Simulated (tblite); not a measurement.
C2H7PSi.
Numbering: `[PH2:1][SiH:2]1[CH2:3][CH2:4]1` (hydrogens: H5, H6 on P1; H7 on Si2; H8, H9 on C3; H10, H11 on C4)

Computed with GFN2-xTB (tblite), gas phase: Langevin dynamics at 400 K from the optimised GFN2-xTB geometry, time step 0.5 fs, friction 0.01 fs⁻¹, 2000 steps. The instantaneous temperature is 2·E(kin)/(3Nk) with all 3N coordinates.

```
t (fs)  T (K)  E(pot) above start (eV)  P1–Si2 (Å)  Si2–C3 (Å)  C3–C4 (Å)  Si2–C4 (Å)  P1–H5 (Å)
     0    351                    0.000       2.223       1.887      1.529       1.887      1.386
    25    278                    0.240       2.223       1.925      1.538       1.941      1.412
    50    332                    0.451       2.246       1.916      1.578       1.948      1.417
    75    387                    0.435       2.197       1.930      1.480       1.887      1.370
   100    331                    0.387       2.246       1.875      1.526       1.899      1.366
   125    378                    0.394       2.255       1.910      1.578       1.865      1.443
   150    428                    0.496       2.267       1.910      1.577       1.912      1.353
   175    544                    0.381       2.211       1.909      1.525       1.898      1.350
   200    370                    0.675       2.176       1.893      1.508       1.877      1.469
   225    537                    0.465       2.350       1.877      1.560       1.899      1.378
   250    522                    0.548       2.229       1.959      1.524       1.872      1.343
   275    500                    0.548       2.193       1.796      1.549       1.893      1.443
   300    268                    0.627       2.389       1.951      1.485       1.898      1.438
   325    374                    0.383       2.287       1.866      1.552       1.929      1.316
   350    462                    0.488       2.129       1.894      1.522       1.816      1.392
   375    337                    0.550       2.279       1.902      1.505       1.974      1.467
   400    342                    0.517       2.257       1.870      1.581       1.820      1.349
   425    436                    0.324       2.184       1.920      1.498       1.963      1.399
   450    378                    0.480       2.262       1.902      1.567       1.830      1.433
   475    494                    0.382       2.163       1.911      1.465       1.982      1.350
   500    405                    0.443       2.260       1.890      1.553       1.874      1.352
   525    533                    0.311       2.275       1.903      1.548       1.933      1.456
   550    463                    0.467       2.206       1.901      1.544       1.871      1.402
   575    495                    0.502       2.255       1.921      1.495       1.853      1.378
   600    416                    0.525       2.182       1.893      1.485       1.953      1.343
   625    339                    0.493       2.253       1.921      1.577       1.839      1.423
   650    419                    0.513       2.236       1.867      1.517       1.907      1.445
   675    394                    0.337       2.168       1.931      1.467       1.888      1.367
   700    337                    0.274       2.272       1.859      1.525       1.830      1.392
   725    330                    0.423       2.258       1.929      1.541       1.967      1.404
   750    383                    0.460       2.219       1.905      1.597       1.820      1.373
   775    284                    0.538       2.295       1.917      1.521       1.980      1.426
   800    271                    0.388       2.218       1.882      1.526       1.824      1.364
   825    483                    0.210       2.197       1.886      1.503       1.904      1.340
   850    378                    0.462       2.297       1.929      1.557       1.871      1.446
   875    462                    0.432       2.195       1.860      1.605       1.919      1.355
   900    353                    0.443       2.238       1.950      1.545       1.866      1.377
   925    347                    0.422       2.256       1.854      1.507       1.907      1.432
   950    336                    0.498       2.225       1.915      1.486       1.863      1.373
   975    463                    0.501       2.207       1.811      1.569       1.889      1.333
  1000    522                    0.572       2.315       2.005      1.559       1.872      1.396
```

**Question.** From 500 fs on, how do temperature and potential energy compare with equipartition?

**Answer.** The mean temperature of these 21 frames is 401 K against the target 400 K, and the mean potential energy 0.44 eV against 27 × kT/2 = 0.47 eV for 27 classical harmonic modes. For 11 atoms in a canonical ensemble the temperature itself scatters by T·√(2/(3N)) = 98 K; here its standard deviation is 73 K. The whole run lasts only 10 friction times of 100 fs, so these averages carry a wide statistical error.

**Question.** What are the kinetic and total energies of the listed frame with the highest potential energy?

**Answer.** The one at 200 fs, 0.675 eV above the start. Its kinetic energy is 3NkT/2 = 0.527 eV at 370 K, so the sum is 1.20 eV; over the listed frames the sum runs from 0.50 to 1.31 eV, since the thermostat adds and removes energy.

**Question.** How much do the listed bonds fluctuate from 500 fs on?

**Answer.** 
```
  bond  at the start (Å)  mean (Å)  standard deviation (Å)
P1–Si2             2.223     2.239                   0.039
Si2–C3             1.887     1.901                   0.039
 C3–C4             1.529     1.535                   0.036
Si2–C4             1.887     1.887                   0.044
 P1–H5             1.386     1.389                   0.036
```

The motion is classical and holds no zero-point motion.

The cost below is that of the whole dynamics run. Rough CPU time on one thread of a shared machine: about 18 s.
